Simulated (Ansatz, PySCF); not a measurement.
Isomers of H4B4. All species are isolated molecules in the gas phase. One relaxed conformer stands for each flexible species; it need not be the lowest. Strings in code marks are SMILES.

Quantity: vertical ionisation energy (energy after one electron is removed minus that of the parent at the parent's geometry), in eV. The restricted reference of `BB1BB1` and `B=BBB` is unstable towards unrestricted orbitals.

Level 1: B3LYP/6-31G* // B3LYP-D3(BJ)/def2-TZVP (PySCF)
Level 2: minus the HOMO energy of B3LYP-D3(BJ)/def2-TZVP (PySCF)
Level 3: minus the HOMO energy of HF/STO-3G // B3LYP-D3(BJ)/def2-TZVP (PySCF)
Level 4: HF/cc-pVTZ // B3LYP-D3(BJ)/def2-TZVP (Ansatz, a first-principles code)

```
species                                             level 1  level 2  level 3  level 4
--------------------------------------------------  -------  -------  -------  -------
`BB1BB1` (H–B–B–B torsion 90°)                         8.80     6.67     6.46     7.65
`B=BBB` (B–B–B–B torsion 44°, B–B–B–H torsion 92°)     7.97     6.02     5.52     6.93
```
